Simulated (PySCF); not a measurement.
H4PSi, SMILES [SiH2]P, multiplicity 2. Geometry: B3LYP-D3(BJ)/def2-TZVP. The isomer is the one that the SMILES or the coordinates give; other isomers of the formula were not compared.

Computed equilibrium geometry at B3LYP-D3(BJ)/def2-TZVP (PySCF confirms it by a frequency run) as bond lengths and angles, and its point group:
point group Cs.
Atoms: Si1 P2 H3 H4 H5 H6. Bonded distances (Å): Si1–P2 2.257, Si1–H3 1.489, Si1–H4 1.489, P2–H5 1.418, P2–H6 1.418. Bond angles (°): P2–Si1–H3 108.2, P2–Si1–H4 108.2, H3–Si1–H4 108.4, Si1–P2–H5 96.3, Si1–P2–H6 96.3, H5–P2–H6 94.8.
Charge 0, spin multiplicity 2.
